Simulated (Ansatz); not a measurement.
## Molecular dynamics of H₉O₄F

Input file:

```yaml
accuracy: low
crystal:
  lattice:
    - [5.360108, 0.0, 0.0]
    - [0.0, 5.360108, 0.0]
    - [0.0, 0.0, 5.360108]
  atoms:
    - { symbol: O, position: [0.25221527, 0.75675947, 0.30328757] }
    - { symbol: H, position: [0.07235583, 0.73766836, 0.24679325] }
    - { symbol: H, position: [0.3638533, 0.62810532, 0.17596337] }
    - { symbol: O, position: [0.9777636, 0.32222345, 0.2241545] }
    - { symbol: H, position: [0.94463678, 0.33984045, 0.04401727] }
    - { symbol: H, position: [1.0226455, 0.13771794, 0.23220807] }
    - { symbol: O, position: [0.78175079, -0.00932827, 0.80091302] }
    - { symbol: H, position: [0.66943543, 0.10723679, 0.9085446] }
    - { symbol: H, position: [0.72522769, -0.16619279, 0.90715115] }
    - { symbol: O, position: [0.36380157, 0.44753333, 0.60040223] }
    - { symbol: H, position: [0.25118799, 0.65117241, 0.45934784] }
    - { symbol: H, position: [0.23362799, 0.36405091, 0.69513092] }
    - { symbol: F, position: [0.50790323, 0.54977667, 0.99296124] }
    - { symbol: H, position: [0.46155295, 0.54745149, 0.74870217] }
basis:
  ecutwfc: 420.0
kpoints:
  mp_grid: { grid: [1, 1, 1] }
hamiltonian:
  xc: pbesol
scf:
  occupations: { method: fermi_dirac, width: 0.02 }
  lower_state_search: "off"
md:
  timestep: 0.5
  n_steps: 400
  ensemble: nve
  temperature: 1500.0
  initial_velocities: maxwell_boltzmann
  seed: 38341
```

Command:

```bash
$ ansatz run input.yaml --threads 1 --pin off --max-ram 3072MiB --backend cpu --events-out ev --progress --plain --runs-dir out
```

It goes on from the last frame of an earlier run, with new velocities.

Output, in part (step lines):

```
md step     0: t =     0.00 fs  T =  1500.0 K  F+E_penalty+E_count = -3185.13474455 eV  E_kin = 2.520570 eV  conserved = -3182.61417457 eV  (9 SCF iters)
md step     1: t =     0.50 fs  T =  1438.9 K  F+E_penalty+E_count = -3185.03323240 eV  E_kin = 2.417936 eV  conserved = -3182.61529663 eV  (8 SCF iters)
md step     2: t =     1.00 fs  T =  1332.2 K  F+E_penalty+E_count = -3184.85284210 eV  E_kin = 2.238520 eV  conserved = -3182.61432218 eV  (8 SCF iters)
md step     3: t =     1.50 fs  T =  1195.4 K  F+E_penalty+E_count = -3184.61852482 eV  E_kin = 2.008748 eV  conserved = -3182.60977650 eV  (8 SCF iters)
md step     4: t =     2.00 fs  T =  1072.7 K  F+E_penalty+E_count = -3184.40642483 eV  E_kin = 1.802534 eV  conserved = -3182.60389059 eV  (8 SCF iters)
md step     5: t =     2.50 fs  T =  1013.4 K  F+E_penalty+E_count = -3184.30568157 eV  E_kin = 1.702945 eV  conserved = -3182.60273642 eV  (6 SCF iters)
md step     6: t =     3.00 fs  T =  1027.5 K  F+E_penalty+E_count = -3184.33426672 eV  E_kin = 1.726596 eV  conserved = -3182.60767048 eV  (5 SCF iters)
md step     7: t =     3.50 fs  T =  1076.2 K  F+E_penalty+E_count = -3184.42129812 eV  E_kin = 1.808469 eV  conserved = -3182.61282944 eV  (5 SCF iters)
[... lines left out ...]
md step   399: t =   199.50 fs  T =  1160.4 K  F+E_penalty+E_count = -3184.55560914 eV  E_kin = 1.949877 eV  conserved = -3182.60573173 eV  (5 SCF iters)
md step   400: t =   200.00 fs  T =  1097.3 K  F+E_penalty+E_count = -3184.44621188 eV  E_kin = 1.843858 eV  conserved = -3182.60235369 eV  (8 SCF iters)
```

The steps, from the saved trajectory:

```csv
time (fs),T (K),potential energy less start (eV),conserved less start (meV/atom)
0.0,1500,0.000,0.00
6.5,1135,0.621,0.49
13.0,1446,0.092,0.09
19.5,1618,-0.194,0.28
26.0,1481,0.032,-0.04
32.5,1069,0.733,0.62
39.0,1518,-0.031,0.00
45.5,1156,0.581,0.16
52.0,1383,0.200,0.21
58.5,1624,-0.205,0.19
65.0,1337,0.281,0.51
71.5,1372,0.221,0.46
78.0,1062,0.737,0.02
84.5,1223,0.469,0.29
91.0,1579,-0.129,0.24
97.5,1402,0.174,0.62
104.0,1200,0.511,0.52
110.5,1618,-0.200,-0.12
117.0,1102,0.669,0.01
123.5,1636,-0.227,0.15
130.0,1437,0.110,0.32
136.5,1680,-0.303,0.00
143.0,1776,-0.464,-0.02
149.5,1211,0.496,0.76
156.0,1587,-0.147,-0.08
162.5,1619,-0.199,0.05
169.0,1554,-0.080,0.76
175.5,1702,-0.338,0.08
182.0,1182,0.541,0.49
188.5,1372,0.219,0.25
195.0,1448,0.089,0.12
```

The run went to its last step. The conserved energy stayed within 1.3 meV per atom of its start (net change 0.84 meV per atom), so the integration is sound. A run of 0.2 ps of so small a system gives no equilibrium averages. Limits of this set-up: coarse k mesh, low accuracy level.

Mean squared displacements from the first frame to the last, about the centre of mass: O 1.29 Å², H 3.49 Å², F 4.25 Å².

Last frame:

```xyz
14
Lattice="5.3601 0.0000 0.0000 0.0000 5.3601 0.0000 0.0000 0.0000 5.3601" Properties=species:S:1:pos:R:3
O 1.512 3.236 2.147
H 0.975 2.617 1.475
H 2.298 4.092 0.827
O 4.707 1.928 0.215
H 4.229 2.680 0.275
H 5.258 2.132 -0.696
O 4.263 -0.662 3.459
H 4.459 -1.227 2.605
H 5.034 -0.115 3.734
O 2.093 1.451 4.166
H 1.980 2.659 2.939
H 2.360 0.477 4.257
F 2.690 4.956 5.784
H 1.943 1.338 5.146
```

The run took 3.9 min on 1 thread of Arm Neoverse V1, on a shared host, peak memory 0.28 GiB.
